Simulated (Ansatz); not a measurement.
This Ansatz (an electronic-structure program) input (CCSD(T)/cc-pV(5+d)Z) gives -389.44867 Eh with 246 basis functions. A basis named .json is the Basis Set Exchange file of that set (core-valence sets with the plain set on hydrogen).

Ansatz 0.2 input:
```yaml
crystal:
  periodic: [false, false, false]
  atoms:
    - {symbol: Si, position_ang: [-0.24675166, -0.31480560, 0.45207189]}
    - {symbol: H, position_ang: [-0.98134586, -1.21116338, -0.55911929]}
    - {symbol: F, position_ang: [0.49287435, 0.62427130, -0.64109857]}
basis:
  gaussian:
    orbitals: cc-pV_5+d_Z.json
magnetization: {spin_polarized: false}
correlation: {method: ccsd_t, electrons: outside_noble_gas}
```

Change:
```diff
- orbitals: cc-pV_5+d_Z.json
+ orbitals: def2-TZVPD
```

Problem. What does the run give now?

Solution. -389.39110 Eh (CCSD(T)/def2-TZVPD, 92 functions), a change of +57.57 mEh.
